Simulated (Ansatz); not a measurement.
Species: sum formula H8Si3NO, net charge -1, singlet state. It need not be the lowest isomer of its formula. Whether it binds its extra electron was not tested at this geometry. 
Structure (B3LYP-D3(BJ)/def2-TZVP (Ansatz, a quantum-chemistry and plane-wave program) minimum search):
SMILES: [SiH2-]O[SiH2]N[SiH3]
```xyz
13

Si     0.1305    -0.0836    -0.6059
N     -1.4119     0.6057    -0.1201
Si    -2.8403    -0.2319     0.2987
O      1.2809     0.3107     0.4345
Si     3.0367    -0.0361     0.3104
H     -0.1926    -1.5397    -0.6810
H      0.4344     0.3924    -1.9829
H     -1.3929     1.5902     0.1047
H     -3.8719     0.7574     0.7228
H     -3.4168    -1.0040    -0.8365
H     -2.6850    -1.2088     1.4115
H      3.2770     0.6436    -1.0631
H      2.9068    -1.4345    -0.3558
```
Charge -1, spin multiplicity 1.

Total electronic energies in hartree. Cores are frozen in the correlated levels unless marked. No spin-orbit coupling. Non-relativistic. CBS marks a two-point X^-3 extrapolation of the correlation energy; Hartree-Fock from the larger set. The bracket is a focal-point correction in the basis named.

| level | program | energy (Eh) |
|---|---|---|
| RI-HF/cc-pV(T+d)Z | Ansatz | -1000.98623 |
| RI-HF/cc-pV(Q+d)Z | Ansatz | -1001.01087 |
| r2SCAN-D4/def2-TZVPD | Ansatz + dftd4 | -1003.33588 |
| PBE0/STO-3G | Ansatz | -990.81381 |
| PBE0-D3(BJ)/def2-TZVP | Ansatz + dftd3 | -1002.96847 |
| PBE0/def2-TZVPD | Ansatz | -1002.96185 |
| BHLYP-D4/def2-TZVPD | Ansatz + dftd4 | -1003.43412 |
| r2SCANh-D4/def2-TZVPD | Ansatz + dftd4 | -1003.32404 |
| HSE06-D3(BJ)/def2-TZVPD | Ansatz + dftd3 | -1002.94400 |
| LC-wPBE/def2-TZVPD | Ansatz | -1003.13046 |
| RPA@PBE/cc-pV(T+d)Z | Ansatz | -1002.36662 |
| RPA@PBE/cc-pV(Q+d)Z | Ansatz | -1002.50797 |
| MP2/cc-pwCVTZ | Ansatz | -1001.83733 |
| RI-MP2/cc-pV(T+d)Z | Ansatz | -1001.82119 |
| RI-MP2/CBS(aug-cc-pV(T+d)Z,aug-cc-pV(Q+d)Z) | Ansatz | -1001.9592 |
| SCS-MP2/6-31G* | Ansatz | -1001.39255 |
| SCS-MP2/cc-pVTZ | Ansatz | -1001.82155 |
| SCS-MP2/cc-pwCVTZ | Ansatz | -1001.85084 |
| SCS-MP2/cc-pV(Q+d)Z | Ansatz | -1001.92846 |
| CCSD/cc-pV(Q+d)Z | Ansatz | -1001.96007 |
| CCSD(T)/aug-cc-pV(D+d)Z | Ansatz | -1001.71589 |
| CCSD(T)/cc-pwCVTZ | Ansatz | -1001.93039 |
| RI-MP2/CBS(aug-cc-pV(T+d)Z,aug-cc-pV(Q+d)Z)+[CCSD(T)-MP2]/aug-cc-pV(T+d)Z | Ansatz | -1002.0533 |

Totals of different functionals don't rank their quality; only differences between species are comparable.
